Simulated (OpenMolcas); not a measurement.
**Ho3+ in Cs2NaYBr6**

Ho3+ with its 6 nearest bromide ions at 2.795 Å, on the Y site of Cs2NaYBr6 (a = 11.3047 Å, distance in the model lattice 2.765 Å). The rest of the host is ab initio model potentials to 7.6 Å, with orthogonalisation functions on the cations behind the ligands, and point charges beyond; the distance is set by hand and nothing relaxes. Ligand basis ANO-RCC-VDZP.
```
Ho    0.0000    0.0000    0.0000
Br    2.7950    0.0000    0.0000
Br    0.0000    2.7950    0.0000
Br   -2.7950    0.0000    0.0000
Br    0.0000   -2.7950    0.0000
Br    0.0000    0.0000    2.7950
Br    0.0000    0.0000   -2.7950
```

```
Program             : OpenMolcas
Method              : CASSCF
Basis               : ANO-RCC-VDZP [7s6p4d2f1g]
Scalar Hamiltonian  : DKH2, point nucleus
Active space        : 10 electrons in 7 orbitals (4f)
State averaging     : 2S+1 = 5 even, 35 roots (30 in the spin-orbit step); 2S+1 = 3 even, 106 roots kept (CI in the orbitals of an earlier block); 2S+1 = 1 even, 31 roots kept (CI in the orbitals of an earlier block)
Spin-orbit coupling : state interaction with AMFI integrals over the reference wave functions
```

The lowest spin-free states (labels of O, the rotations of Oh), above the lowest:

| State | Degeneracy | E (cm-1) |
| --- | --- | --- |
| 5A2 | 1 | 0.0 |
| 5T2 | 3 | 46.4 |
| 5E | 2 | 83.4 |
| 5T1 | 3 | 164.9 |
| 5A1 | 1 | 176.4 |
| 5T2 | 3 | 189.9 |
| 5T1 | 3 | 17744 |
| 5A1 | 1 | 17794 |
| 5T2 | 3 | 17825 |
| 5A2 | 1 | 17852 |
| 3T1 | 3 | 21151 |
| 3T2 | 3 | 21152 |
| 3A2 | 1 | 21171 |
| 3T2 | 3 | 21173 |
| 3E | 2 | 21174 |
| 3T1 | 3 | 21179 |
| 3T2 | 3 | 26991 |
| 3T1 | 3 | 26992 |
| 3E | 2 | 27073 |
| 3T1 | 3 | 27085 |

The lowest levels with spin-orbit coupling:

```
E (cm-1)  Degeneracy  Label  2S+1
     0.0           2      E     5
     5.4           3     T1     5
    22.9           1     A1     5
    84.8           3     T1     5
   102.5           3     T2     5
   115.4           2      E     5
   118.8           3     T2     5
    5188           3     T1     5
    5189           3     T2     5
    5230           1     A2     5
    5235           3     T2     5
    5238           2      E     5
    5250           3     T1     5
    8930           2      E     5
    8933           3     T2     5
    8952           1     A2     5
    8966           3     T2     5
    8974           3     T1     5
    8981           1     A1     5
   11702           3     T1     5
```

Powder χT (cm3 K/mol): 6.26 at 2 K, 11.6 at 10 K, 13.3 at 50 K, 13.7 at 100 K, 13.8 at 200 K, 13.9 at 300 K. The effective moment at 300 K is 2.828 √(χT) = 10.53 μB.

Hund's rules give f10 the level 5I8 with g = 1.250, so an isolated free-ion multiplet has χT = g² J(J+1) / 8 = 14.062 cm3 K/mol. The computed 13.869 at 300 K differs by -1 %, through the field's splitting, the mixing of terms and any other multiplet in reach.

Stevens parameters of the J = 8 multiplet, which is 119 cm-1 wide (cm-1, z along the main axis): B40 = -2.271e-03, B44 = -1.135e-02, B60 = -6.993e-06, B64 = 1.470e-04.

Metal share of the active 4f orbitals (Löwdin): 100, 100, 100, 100, 100, 100, 100 %; Mulliken charge of the metal 1.60.

High states are left out of the spin-orbit mixing, which shifts the levels that they would mix with. Without dynamic correlation the ligand-field splitting of an f shell can come out too small, at times by half. The first state left out of the spin-orbit step lies near 46000 cm-1 above the lowest spin-free state of the reference (among the parities and spins computed), and the lists stop at four fifths of that energy or lower. No measured value stands beside these numbers; the geometry was set by hand and not optimised.

The RASSCF and RASSI steps took 4.1 min on 1 thread of Arm Neoverse V1 (shared host); the integral step is not counted.
